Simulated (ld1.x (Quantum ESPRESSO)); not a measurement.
# Before and after: TM potential for Ta

| Item | Value |
| --- | --- |
| Element | Ta (Z = 73) |
| Generator | ld1.x (Quantum ESPRESSO) 7.5 |
| Type | norm-conserving Troullier–Martins (Kleinman–Bylander form) |
| Functional | PBE |
| Relativity | scalar-relativistic |
| Frozen core | [Kr] 4d10 4f14 5s2 |
| Valence charge | 11 |
| Reference configuration | 5p6 5d3 6s2 6p0 |
| Partial waves | 6s (bound): rc 3.05 bohr; 5d (bound): rc 2.75 bohr; 5p (bound): rc 2.00 bohr |
| Local potential | the p channel |
| Core correction | a·sin(br)/r model core inside 0.95 bohr |

Change: all radii but the core radius scaled by about 0.95 (s 2.92, p 1.90, d 2.62 bohr).

Cutoffs: the cutoffs (Ry, on a coarse ladder) from which the occupation-weighted sum of valence levels, in a spherical-Bessel basis at the reference potential, stays within 10 and 1 mRy of its value at 400 Ry; they do not see the model core or the augmentation charge, which bear on the density cutoff. Errors are all-electron minus pseudo energies relative to the spin-unpolarised reference configuration.

Question: How do hardness, ghosts and transferability respond?

Answer: The potential gets harder (25 Ry and 45 Ry → 35 Ry and 45 Ry); both files keep a bound ghost (s); of the 7 tests that both files solve, the error grows in 2 and shrinks in 3 by more than 15 % and 0.3 meV (median size 35.9 → 36.1 meV). A smaller radius makes the pseudo-wave follow the all-electron one further in, where it bends more sharply, so more plane waves are needed.

```csv
quantity,base,changed
"cutoff, loose",25 Ry,35 Ry
"cutoff, tight",45 Ry,45 Ry
loose cutoff by channel (10 mRy a level),"s 8 Ry, d 18 Ry, p 18 Ry","s 8 Ry, d 21 Ry, p 18 Ry"
bound ghosts,s,s
"error for 5p6 5d3 6s1 6p0, meV [ΔE 8.47 eV]",-7.9,-8.4
"error for 5p6 5d3 6s0 6p0, meV [ΔE 23.44 eV]",-36,-36
"error for 5p6 5d2 6s0 6p0, meV [ΔE 47.04 eV]",-33,-22
"error for 5p6 5d2 6s2 6p0, meV [ΔE 7.68 eV]",-9.2,-15
"error for 5p6 5d3 6s0 6p2, meV [ΔE 8.59 eV]",+264,+210
"error for 5p6 5d3 6s0 6p1, meV [ΔE 13.55 eV]",+179,+140
"error for 5p6 5d4 6s0 6p0, meV [ΔE 9.90 eV]",-45,-57
```

 A true bound ghost makes a file unfit for plane-wave use even where its test errors are small: the radial tests pick states by their node count and pass the ghost by.
